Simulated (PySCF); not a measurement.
**Atomic charges against the basis set**

Species: C4H5FOSi.
Geometry (PBE0-D3(BJ)/def2-SVP, Å), atoms numbered from 1 in this order:
```xyz
12
C4H5FOSi angstrom
C      2.0033    1.5912    0.6621
C      1.1836    0.7732    0.3052
C      0.2154   -0.1945   -0.1205
C      0.5703   -1.3309   -0.7460
O     -1.0586    0.1581    0.1702
Si    -2.4681   -0.6395   -0.2205
F     -3.6499    0.2950    0.3495
H      2.7281    2.3189    0.9783
H      1.6212   -1.5389   -0.9432
H     -0.1684   -2.0693   -1.0674
H     -2.6063   -0.7452   -1.6945
H     -2.5289   -1.9533    0.4666
```

PBE0 throughout (PySCF), one geometry, spherical d and f functions. One conformer (not necessarily the lowest) at the PBE0-D3(BJ)/def2-SVP geometry, without solvent, vibrations or thermal averaging. The first 7 of 11 kinds of atom are listed.

Mulliken charges (e):

```json
{"basis": "STO-3G", "functions": "44", "C1": "-0.125", "C2": "-0.038", "C3": "+0.085", "C4": "-0.213", "O5": "-0.346", "Si6": "+0.838", "F7": "-0.238"}
{"basis": "6-31G", "functions": "77", "C1": "-0.450", "C2": "+0.089", "C3": "+0.365", "C4": "-0.363", "O5": "-0.757", "Si6": "+1.183", "F7": "-0.456"}
{"basis": "pcSseg-0", "functions": "77", "C1": "-0.283", "C2": "-0.046", "C3": "+0.278", "C4": "-0.402", "O5": "-0.844", "Si6": "+1.251", "F7": "-0.498"}
{"basis": "6-31G*", "functions": "112", "C1": "-0.507", "C2": "+0.279", "C3": "+0.314", "C4": "-0.472", "O5": "-0.592", "Si6": "+0.924", "F7": "-0.399"}
{"basis": "cc-pVDZ", "functions": "127", "C1": "-0.407", "C2": "+0.512", "C3": "-0.043", "C4": "-0.059", "O5": "-0.383", "Si6": "+0.701", "F7": "-0.303"}
{"basis": "def2-SVP", "functions": "127", "C1": "-0.377", "C2": "+0.323", "C3": "+0.127", "C4": "-0.112", "O5": "-0.443", "Si6": "+0.819", "F7": "-0.335"}
{"basis": "aug-cc-pVDZ", "functions": "210", "C1": "+0.612", "C2": "-0.101", "C3": "+1.008", "C4": "+0.645", "O5": "-1.105", "Si6": "+0.569", "F7": "-0.607"}
{"basis": "6-311+G(2d,p)", "functions": "227", "C1": "-0.310", "C2": "+0.448", "C3": "+0.033", "C4": "-0.504", "O5": "-0.640", "Si6": "+1.109", "F7": "-0.457"}
{"basis": "def2-TZVP", "functions": "253", "C1": "-0.073", "C2": "-0.014", "C3": "+0.074", "C4": "-0.355", "O5": "-0.292", "Si6": "+0.537", "F7": "-0.305"}
{"basis": "cc-pVTZ", "functions": "284", "C1": "-0.201", "C2": "+0.054", "C3": "+0.182", "C4": "-0.339", "O5": "-0.252", "Si6": "+0.511", "F7": "-0.271"}
{"basis": "IGLO-III", "functions": "304", "C1": "-0.130", "C2": "-0.101", "C3": "+0.238", "C4": "-0.329", "O5": "-0.462", "Si6": "+1.197", "F7": "-0.469"}
{"basis": "pcSseg-2", "functions": "329", "C1": "-0.152", "C2": "+0.080", "C3": "+0.224", "C4": "-0.189", "O5": "-0.512", "Si6": "+1.026", "F7": "-0.404"}
```

IAO charges (e):

```json
{"basis": "STO-3G", "functions": "44", "C1": "-0.148", "C2": "-0.045", "C3": "+0.083", "C4": "-0.329", "O5": "-0.404", "Si6": "+1.030", "F7": "-0.359"}
{"basis": "6-31G", "functions": "77", "C1": "-0.196", "C2": "-0.027", "C3": "+0.190", "C4": "-0.384", "O5": "-0.542", "Si6": "+1.127", "F7": "-0.487"}
{"basis": "pcSseg-0", "functions": "77", "C1": "-0.185", "C2": "-0.030", "C3": "+0.183", "C4": "-0.377", "O5": "-0.538", "Si6": "+1.139", "F7": "-0.478"}
{"basis": "6-31G*", "functions": "112", "C1": "-0.193", "C2": "-0.036", "C3": "+0.207", "C4": "-0.370", "O5": "-0.577", "Si6": "+1.267", "F7": "-0.511"}
{"basis": "cc-pVDZ", "functions": "127", "C1": "-0.201", "C2": "-0.033", "C3": "+0.209", "C4": "-0.378", "O5": "-0.569", "Si6": "+1.250", "F7": "-0.510"}
{"basis": "def2-SVP", "functions": "127", "C1": "-0.193", "C2": "-0.032", "C3": "+0.204", "C4": "-0.369", "O5": "-0.567", "Si6": "+1.264", "F7": "-0.510"}
{"basis": "aug-cc-pVDZ", "functions": "210", "C1": "-0.209", "C2": "-0.032", "C3": "+0.212", "C4": "-0.389", "O5": "-0.575", "Si6": "+1.263", "F7": "-0.523"}
{"basis": "6-311+G(2d,p)", "functions": "227", "C1": "-0.208", "C2": "-0.031", "C3": "+0.211", "C4": "-0.386", "O5": "-0.584", "Si6": "+1.294", "F7": "-0.528"}
{"basis": "def2-TZVP", "functions": "253", "C1": "-0.209", "C2": "-0.032", "C3": "+0.214", "C4": "-0.388", "O5": "-0.587", "Si6": "+1.308", "F7": "-0.530"}
{"basis": "cc-pVTZ", "functions": "284", "C1": "-0.209", "C2": "-0.032", "C3": "+0.214", "C4": "-0.388", "O5": "-0.583", "Si6": "+1.294", "F7": "-0.526"}
{"basis": "IGLO-III", "functions": "304", "C1": "-0.209", "C2": "-0.032", "C3": "+0.212", "C4": "-0.389", "O5": "-0.587", "Si6": "+1.303", "F7": "-0.530"}
{"basis": "pcSseg-2", "functions": "329", "C1": "-0.208", "C2": "-0.031", "C3": "+0.214", "C4": "-0.389", "O5": "-0.586", "Si6": "+1.306", "F7": "-0.530"}
```

Hirshfeld charges (e):

```csv
basis,functions,C1,C2,C3,C4,O5,Si6,F7
STO-3G,44,-0.085,-0.058,+0.090,-0.120,-0.197,+0.556,-0.150
6-31G,77,-0.091,-0.045,+0.099,-0.128,-0.225,+0.515,-0.221
pcSseg-0,77,-0.086,-0.050,+0.094,-0.132,-0.209,+0.543,-0.216
6-31G*,112,-0.095,-0.049,+0.096,-0.121,-0.198,+0.473,-0.189
cc-pVDZ,127,-0.092,-0.050,+0.089,-0.125,-0.180,+0.476,-0.183
def2-SVP,127,-0.090,-0.048,+0.090,-0.128,-0.183,+0.485,-0.187
aug-cc-pVDZ,210,-0.088,-0.049,+0.083,-0.127,-0.203,+0.503,-0.201
"6-311+G(2d,p)",227,-0.087,-0.051,+0.078,-0.121,-0.203,+0.506,-0.202
def2-TZVP,253,-0.090,-0.049,+0.084,-0.125,-0.196,+0.491,-0.193
cc-pVTZ,284,-0.091,-0.048,+0.087,-0.126,-0.192,+0.487,-0.190
IGLO-III,304,-0.089,-0.050,+0.082,-0.128,-0.196,+0.489,-0.193
pcSseg-2,329,-0.089,-0.047,+0.084,-0.127,-0.202,+0.500,-0.198
```

Task: Which scheme is steadiest as the basis changes?

Result: Largest range over the bases for any column: Hirshfeld 0.08 e, IAO 0.28 e, Mulliken 1.15 e. Hirshfeld charges move least and Mulliken charges most, counted in e. Without the minimal STO-3G basis the ranges are Hirshfeld 0.07, IAO 0.18, Mulliken 1.15 e.

Task: How much do the charges still move between the two largest bases, IGLO-III and pcSseg-2?

Result: At most, over all atoms: Mulliken 0.181 e, IAO 0.003 e, Hirshfeld 0.011 e.

Task: What do the same runs give for the total energy, the frontier levels and the dipole moment?

Result: 
```json
{"basis": "STO-3G", "energy (Eh)": "-611.7252", "HOMO (eV)": "-4.04", "LUMO (eV)": "2.68", "μ (D)": "1.11"}
{"basis": "6-31G", "energy (Eh)": "-619.3255", "HOMO (eV)": "-6.88", "LUMO (eV)": "-0.56", "μ (D)": "2.73"}
{"basis": "pcSseg-0", "energy (Eh)": "-618.3920", "HOMO (eV)": "-7.17", "LUMO (eV)": "-0.82", "μ (D)": "2.48"}
{"basis": "6-31G*", "energy (Eh)": "-619.4649", "HOMO (eV)": "-6.77", "LUMO (eV)": "-0.54", "μ (D)": "1.80"}
{"basis": "cc-pVDZ", "energy (Eh)": "-619.4994", "HOMO (eV)": "-6.92", "LUMO (eV)": "-0.75", "μ (D)": "1.79"}
{"basis": "def2-SVP", "energy (Eh)": "-619.1533", "HOMO (eV)": "-7.02", "LUMO (eV)": "-0.83", "μ (D)": "1.84"}
{"basis": "aug-cc-pVDZ", "energy (Eh)": "-619.5281", "HOMO (eV)": "-7.07", "LUMO (eV)": "-1.06", "μ (D)": "1.86"}
{"basis": "6-311+G(2d,p)", "energy (Eh)": "-619.6096", "HOMO (eV)": "-7.10", "LUMO (eV)": "-1.08", "μ (D)": "1.92"}
{"basis": "def2-TZVP", "energy (Eh)": "-619.6482", "HOMO (eV)": "-7.07", "LUMO (eV)": "-1.00", "μ (D)": "1.79"}
{"basis": "cc-pVTZ", "energy (Eh)": "-619.6324", "HOMO (eV)": "-7.04", "LUMO (eV)": "-0.93", "μ (D)": "1.73"}
{"basis": "IGLO-III", "energy (Eh)": "-619.6508", "HOMO (eV)": "-7.09", "LUMO (eV)": "-1.06", "μ (D)": "1.81"}
{"basis": "pcSseg-2", "energy (Eh)": "-619.6533", "HOMO (eV)": "-7.11", "LUMO (eV)": "-1.05", "μ (D)": "1.90"}
```

The dipole is fixed by the density alone, so its range of 1.62 D shows that the density itself changes with the basis, not only its division among atoms.
